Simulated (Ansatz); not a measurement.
H$_{2}$I$_{2}$Sn, SMILES `[I][SnH2][I]`, 5 atoms. Total charge 0; spin multiplicity 1. Correlated methods include outer-core shells of I, Sn, which these sets cover unevenly. I, Sn: def2 effective core potential. All runs use 4 threads of an Arm Neoverse V2 on a shared host. Correlated methods freeze the cores.

(1) Give the basis size and wall time and peak host memory of each of these runs in Ansatz. RHF-CCSD(T)/def2-TZVPP energy; RKS B3LYP-D4/def2-TZVPP energy and forces; RKS PBE0-D4/def2-QZVPP energy; RKS HSE06 (plane-wave form)-D4/def2-TZVPP energy; RHF-MP2/def2-QZVPP energy; RKS PBE0-D4/def2-SVP energy; direct RPA on PBE orbitals/def2-TZVPP energy; RKS PBE0-D4/def2-TZVP relaxation (4 steps); RHF-CCSD(T)/def2-SVP energy; RKS ωB97M-V/def2-SVP energy; RKS PBE0-D4/def2-TZVP frequencies; RKS B97M-V/def2-TZVPP energy. (An estimate is asked.)

## Answers

(1) Ansatz gave: Other jobs shared the machine, so times are rough.

```json
{"level": "RKS PBE0-D4/def2-SVP", "job": "energy", "functions": "88", "wall time": "1 s", "peak host memory (GiB)": "0.36"}
{"level": "RHF-CCSD(T)/def2-SVP", "job": "energy", "functions": "88", "wall time": "2.1 s", "peak host memory (GiB)": "0.36"}
{"level": "RKS HSE06 (plane-wave form)-D4/def2-TZVPP", "job": "energy", "functions": "178", "wall time": "2.1 s", "peak host memory (GiB)": "0.52"}
{"level": "RKS B3LYP-D4/def2-TZVPP", "job": "energy and forces", "functions": "178", "wall time": "2.8 s", "peak host memory (GiB)": "0.49"}
{"level": "direct RPA on PBE orbitals/def2-TZVPP", "job": "energy", "functions": "178", "wall time": "3.6 s", "peak host memory (GiB)": "0.5"}
{"level": "RKS PBE0-D4/def2-QZVPP", "job": "energy", "functions": "306", "wall time": "3.9 s", "peak host memory (GiB)": "0.96"}
{"level": "RKS ωB97M-V/def2-SVP", "job": "energy", "functions": "88", "wall time": "4.4 s", "peak host memory (GiB)": "0.36"}
{"level": "RKS B97M-V/def2-TZVPP", "job": "energy", "functions": "178", "wall time": "6 s", "peak host memory (GiB)": "0.31"}
{"level": "RHF-MP2/def2-QZVPP", "job": "energy", "functions": "306", "wall time": "7 s", "peak host memory (GiB)": "1.1"}
{"level": "RKS PBE0-D4/def2-TZVP", "job": "relaxation (4 steps)", "functions": "162", "wall time": "12 s", "peak host memory (GiB)": "0.45"}
{"level": "RHF-CCSD(T)/def2-TZVPP", "job": "energy", "functions": "178", "wall time": "29 s", "peak host memory (GiB)": "1.6"}
{"level": "RKS PBE0-D4/def2-TZVP", "job": "frequencies", "functions": "162", "wall time": "34 s", "peak host memory (GiB)": "0.46"}
```

B3LYP here is the variant with VWN-RPA as its local correlation; programs differ in this.
